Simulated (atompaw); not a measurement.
**What one change does to a pseudopotential (Mo, PAW (atompaw))**

atompaw 4.2.0.5 input, output lines left out:

```
Mo 42
GGA-PBE scalarrelativistic loggrid 1500 logderivrange -6 5 276
5 5 4 0 0 0
5 0 0
5 1 0
4 2 4.5
0 0 0
c
c
c
c
v
c
c
v
v
c
v
2
2.85 2.65 2.40 2.65
y
-0.4
n
n
y
0.75
n
custom rrkj gramschmidtortho besselshape
3 -0.5 troulliermartins
2.85
2.85
2.05
2.85
2.85
2.85
```

All-electron outer shells of the reference configuration (PBE, scalar-relativistic, ld1.x):

| shell | level (eV) | outermost node (bohr) | outermost maximum (bohr) |
| --- | --- | --- | --- |
| 4s | -76.66 | 0.51 | 0.99 |
| 4p | -50.76 | 0.52 | 1.08 |
| 4d | -15.38 | 0.53 | 1.37 |
| 5s | -13.61 | 1.33 | 2.72 |
| 5p | -9.13 | 1.51 | 3.32 |

Change: all radii scaled by about 1.22 (s 3.48, p 2.50, d 3.48 bohr); local potential troulliermartins scheme with l = 3 at -0.5 Ry, radius 2.94 bohr; augmentation besselshape compensation charge, radius 3.24 bohr; PAW radius 3.48 bohr; waves and projectors: custom rrkj gramschmidtortho; core correction smooth core density matched at 3.24 bohr.

Cutoffs: the cutoffs (Ry, on a coarse ladder) from which the occupation-weighted sum of valence levels, in a spherical-Bessel basis at the reference potential, stays within 10 and 1 mRy of its value at 400 Ry; they do not see the model core or the augmentation charge, which bear on the density cutoff.

What does the change do?

The potential gets softer (21 Ry and 35 Ry → 15 Ry and 21 Ry); both files keep a bound ghost (s). A larger radius leaves more room for a smooth pseudo-wave, so fewer plane waves are needed.

```tsv
quantity	base	changed
cutoff, loose	21 Ry	15 Ry
cutoff, tight	35 Ry	21 Ry
loose cutoff by channel (10 mRy a level)	p 18 Ry, d 10 Ry	p 12 Ry, d 8 Ry
bound ghosts	s	s
lowest overlap eigenvalue by channel	s 0.30, p 0.47, d 0.79	s 0.25, p 0.37, d 0.78
```

 A true bound ghost makes a file unfit for plane-wave use even where its test errors are small: the radial tests pick states by their node count and pass the ghost by. The cutoffs see the waves, projectors and local potential, not the compensation charge or the core.
